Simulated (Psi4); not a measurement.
trifluoroacetic acid (C2HF3O2), singlet, geometry from GFN2-xTB; CCSD(T)/STO-3G (Psi4 1.11).

Psi4 was given this input:
```
memory 2 GB

molecule mol {
0 1
  O     1.581176   -0.848217    0.389000
  C     0.943471    0.232157   -0.010556
  O     1.424852    1.275906   -0.320080
  C    -0.590699   -0.048204   -0.025323
  F    -1.028069   -0.384854    1.192194
  F    -1.276336    1.018490   -0.423723
  F    -0.885622   -1.056682   -0.851740
  H     2.545399   -0.717810    0.413335
}

set basis sto-3g
set reference rhf

energy('ccsd(t)')
print_variables()
```

### Question
Write the output that Psi4 gives for this input, abridged.

### Answer

```
   => Loading Basis Set <=

    Name: STO-3G
    Role: ORBITAL
    Keyword: BASIS

         ---------------------------------------------------------
                                   SCF
               by Justin Turney, Rob Parrish, Andy Simmonett
                          and Daniel G. A. Smith
                              RHF Reference
         ---------------------------------------------------------

  ==> Geometry <==

    Molecular point group: c1
    Full point group: C1

    Geometry (in Angstrom), charge = 0, multiplicity = 1:

       Center              X                  Y                   Z               Mass
    ------------   -----------------  -----------------  -----------------  -----------------
         O            1.631404381180    -0.850740488563     0.393329982960    15.994914619570
         C            0.993699381180     0.229633511437    -0.006226017040    12.000000000000
         O            1.475080381180     1.273382511437    -0.315750017040    15.994914619570
         C           -0.540470618820    -0.050727488563    -0.020993017040    12.000000000000
         F           -0.977840618820    -0.387377488563     1.196523982960    18.998403162730
         F           -1.226107618820     1.015966511437    -0.419393017040    18.998403162730
         F           -0.835393618820    -1.059205488563    -0.847410017040    18.998403162730
         H            2.595627381180    -0.720333488563     0.417664982960     1.007825032230

  Running in c1 symmetry.

  Rotational constants: A =      0.13000  B =      0.08227  C =      0.06846 [cm^-1]
  Rotational constants: A =   3897.28185  B =   2466.44368  C =   2052.32409 [MHz]
  Nuclear repulsion =  336.750349792776092

  Charge       = 0
  Multiplicity = 1
  Electrons    = 56
  Nalpha       = 28
  Nbeta        = 28

  ==> Algorithm <==

  SCF Algorithm Type is PK.
  DIIS enabled.
  MOM disabled.
  Fractional occupation disabled.
  Guess Type is SAD.
  Energy threshold   = 1.00e-08
  Density threshold  = 1.00e-08
  Integral threshold = 1.00e-12

  ==> Primary Basis <==

  Basis Set: STO-3G
    Blend: STO-3G
    Number of shells: 22
    Number of basis functions: 36
    Number of Cartesian functions: 36
    Spherical Harmonics?: true
    Max angular momentum: 1

  ==> Integral Setup <==

  Using in-core PK algorithm.
   Calculation information:
      Number of atoms:                   8
      Number of AO shells:              22
      Number of primitives:             66
      Number of atomic orbitals:        36
      Number of basis functions:        36

      Integral cutoff                 1.00e-12
      Number of threads:                 1

  Performing in-core PK
  Using 444222 doubles for integral storage.
  We computed 27623 shell quartets total.
  Whereas there are 32131 unique shell quartets.

  ==> DiskJK: Disk-Based J/K Matrices <==

    J tasked:                  Yes
    K tasked:                  Yes
    wK tasked:                  No
    Schwarz Cutoff:          1E-12

  Minimum eigenvalue in the overlap matrix is 2.2938083560E-01.
  Reciprocal condition number of the overlap matrix is 1.1149051357E-01.
    Using symmetric orthogonalization.

  ==> Pre-Iterations <==

  SCF Guess: Superposition of Atomic Densities via on-the-fly atomic UHF (no occupation information).

   -------------------------
    Irrep   Nso     Nmo
   -------------------------
     A         36      36
   -------------------------
    Total      36      36
   -------------------------

  ==> Iterations <==

                        Total Energy        Delta E     RMS |[F,P]|

   @RHF iter SAD:  -514.22278585792765   -5.14223e+02   0.00000e+00
   @RHF iter   1:  -516.81282332411820   -2.59004e+00   1.98780e-02 DIIS/ADIIS
   @RHF iter   2:  -517.07270462515135   -2.59881e-01   1.16876e-02 DIIS/ADIIS
   @RHF iter   3:  -517.15997186982565   -8.72672e-02   2.19584e-03 DIIS/ADIIS
   @RHF iter   4:  -517.16509502318900   -5.12315e-03   7.46930e-04 DIIS/ADIIS
[...]
  @RHF Final Energy:  -517.16602394636573
    Total Energy =                       -517.1660239463657263
[...]
     4        -0.285879430976653    2.678e-03    0.009908    0.045046    0.045046    0.206423
     5        -0.285905539128163    9.318e-04    0.009951    0.045470    0.045470    0.206911
     6        -0.285893720224018    3.000e-04    0.009966    0.045613    0.045613    0.206978
     7        -0.285888111708772    1.126e-04    0.009970    0.045658    0.045658    0.206972
     8        -0.285887914338940    4.643e-05    0.009972    0.045686    0.045686    0.206963
     9        -0.285888273491628    1.393e-05    0.009973    0.045691    0.045691    0.206959
    10        -0.285888124714238    5.438e-06    0.009973    0.045693    0.045693    0.206957
    11        -0.285888147124888    2.140e-06    0.009973    0.045693    0.045693    0.206956
    12        -0.285888057231445    6.893e-07    0.009973    0.045693    0.045693    0.206956
    13        -0.285888052683883    2.116e-07    0.009973    0.045693    0.045693    0.206956
    14        -0.285888052094585    8.154e-08    0.009973    0.045693    0.045693    0.206956

    Iterations converged.

    Largest TIA Amplitudes:
             18   0        -0.0384421065
             27   6         0.0210161542
             15   0        -0.0189885076
             15   3         0.0158974124
             19   2         0.0147743142
             16   2        -0.0141344899
             27   1         0.0140983827
             19   6         0.0135259868
             19   4         0.0134759862
             24   3         0.0130613281

    Largest TIjAb Amplitudes:
     26  26   0   0        -0.1304871484
     18  26   0   0         0.0563938721
     26  18   0   0         0.0563938721
     18  18   0   0        -0.0554445482
     15  15   3   3        -0.0362195780
     23  23   5   5        -0.0294726738
     24  24   5   5        -0.0282657633
     26  27   0   6        -0.0276058027
     27  26   6   0        -0.0276058027
     25  26   6   0         0.0258491901

    SCF energy       (wfn)                    = -517.166023946365726
    Reference energy (file100)                = -517.166023946365726

    Opposite-spin MP2 correlation energy      =   -0.195489285165862
    Same-spin MP2 correlation energy          =   -0.048631755645381
    Singles MP2 correlation energy            =   -0.000000000000000
    MP2 correlation energy                    =   -0.244121040811242
      * MP2 total energy                      = -517.410144987176977

    Opposite-spin CCSD correlation energy     =   -0.241119329937670
    Same-spin CCSD correlation energy         =   -0.044768722156915
    Singles CCSD correlation energy           =    0.000000000000000
    CCSD correlation energy                   =   -0.285888052094585
      * CCSD total energy                     = -517.451911998460332

            **************************
            *                        *
            *        CCTRIPLES       *
            *                        *
            **************************

    Wave function   =    CCSD_T
    Reference wfn   =      RHF

    Nuclear Rep. energy (wfn)                =  336.750349792776092
    SCF energy          (wfn)                = -517.166023946365726
    Reference energy    (file100)            = -517.166023946365726
    CCSD energy         (file100)            =   -0.285888052094585
    Total CCSD energy   (file100)            = -517.451911998460332

    Number of ijk index combinations:             4060
    Approx. words needed per explicit thread:            2048
    Number of threads for explicit ijk threading:    1

    MKL num_threads set to 1 for explicit threading.

    (T) energy                                =   -0.010836165400613
      * CCSD(T) total energy                  = -517.462748163860965

  Variable Map:
  ----------------------------------------------------------------------------
[...]
  Array Variable Map:
  ----------------------------------------------------------------------------
[...]
[...]
```
